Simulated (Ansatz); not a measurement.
Caution, from a PySCF single point (PBE0-D3(BJ)/def2-TZVPD) at this geometry: the highest occupied level lies above zero, so the state may not be bound. This singlet lies 1.12 eV below the relaxed triplet at the level frozen-core CCSD(T)/aug-cc-pVTZ // PBE0-D3(BJ)/def2-TZVPD (Ansatz, a first-principles code).

Species: H3AlN, SMILES `[NH2][AlH-]` (lower singlet) (charge -1, multiplicity 1).

Question: Give a relaxed geometry from Ansatz with PBE0-D3(BJ)/def2-TZVPD.

Answer: This is not unique; one that fits is the end point of this relaxation, one of several conformers (outside a Z-matrix the atoms follow the SMILES, hydrogens last).
Z-matrix (Å, degrees):
```
N
H 1 1.0091
H 1 1.0113 2 109.94
Al 1 1.8501 2 123.47 3 179.95
H 4 1.7068 1 95.35 2 -179.84
```
